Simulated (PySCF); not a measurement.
Q: Give a PBE0-D3(BJ)/def2-SVP geometry of `C1=CBN(C=C1)c1sccc1`.

A: 
```
atom  x, y, z in Å
B1    -0.9117    0.8807   -1.0612
C2    -2.4217    0.8238   -1.1012
C3    -3.0825   -0.0208   -0.2423
C4    -2.3697   -0.8531    0.6615
C5    -1.0050   -0.8316    0.6993
N6    -0.2675   -0.0085   -0.1114
C7     1.1341   -0.0327    0.0145
C8     2.0671   -0.0170   -0.9895
C9     3.3991   -0.0173   -0.4901
C10    3.4553   -0.0362    0.8771
S11    1.8868   -0.0348    1.5795
H12   -0.2026    1.6005   -1.7170
H13   -3.0141    1.4472   -1.7772
H14   -4.1771   -0.0761   -0.2333
H15   -2.8997   -1.5326    1.3305
H16   -0.4388   -1.4831    1.3693
H17    1.7964   -0.0165   -2.0449
H18    4.2859   -0.0151   -1.1249
H19    4.3353   -0.0558    1.5181
```

Orientation and origin are arbitrary. Atoms count from 1 in this order. B1 (ring boron) is planar (angles 126.6°, 117.4° and 115.9°, sum 360.0°, 0.01 Å off the plane of its three neighbours). The C–N distances run from 1.371 Å (C5–N6, drawn single) to 1.407 Å (N6–C7, drawn single), a spread of 0.036 Å. Of the pairs four or more bonds apart, S11···H16 is among the closest relative to their van der Waals radii: 2.75 Å, 92 % of the sum of Bondi's values. The 5-membered ring C7–C8–C9–C10–S11 has internal angles of 91.6° to 112.9° (sum 540°, against 540° for a flat polygon); it is planar, 0.00 Å rms from its mean plane, widest ring torsion 1°.

Bonds between heavy atoms (Å): B1–C2 1.512, C2=C3 1.374, C3–C4 1.420, C4=C5 1.365, C5–N6 1.371, N6–C7 1.407, C7–C8 1.371, C8–C9 1.423, C9–C10 1.369, C10–S11 1.719, B1–N6 1.452, C7–S11 1.737.

Theory: PySCF, PBE0-D3(BJ)/def2-SVP geometry optimisation, gas phase.

Point group: C1 (no symmetry element, even within 0.4 Å). Whether it is a minimum is left open (no frequencies). The numbers are those of one conformer (C5–N6–C7–C8 138°).
